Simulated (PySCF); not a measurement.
**Tungsten: a sound run and one with changed settings**

Sound run: W [Xe] 4f14 5d4 6s2, W⁺ [Xe] 4f14 5d4 6s1. Computed with PySCF 2.14 in aug-cc-pVDZ-PP with ECP60MDF (5s5p4d2f, 54 functions), with a scalar-relativistic core potential. In the sound run the correlated levels freeze 5s2 5p6 outside the core potential. The sound run starts from symmetry-adapted Hartree-Fock orbitals and uses a fine grid where one is needed.

A second run was set up differently.

```tsv
species	method	sound run (hartree)	changed run (hartree)	converged
W	MP2	-66.76113	-66.93858	yes
W⁺	MP2	-66.49858	-66.66635	yes
```

Ionisation energy of W:

```csv
method,sound run (eV),changed run (eV)
UHF,5.909,5.909
MP2,7.144,7.408
SCS-MP2,7.380,7.521
```

Problem. What was changed?
A. level shift left on
B. minimal basis
C. basis contracted for another Hamiltonian
D. all electrons correlated in a valence basis

Solution. D. A valence basis has no tight correlating functions, so it recovers only part of the core correlation, and not evenly between atom and ion.
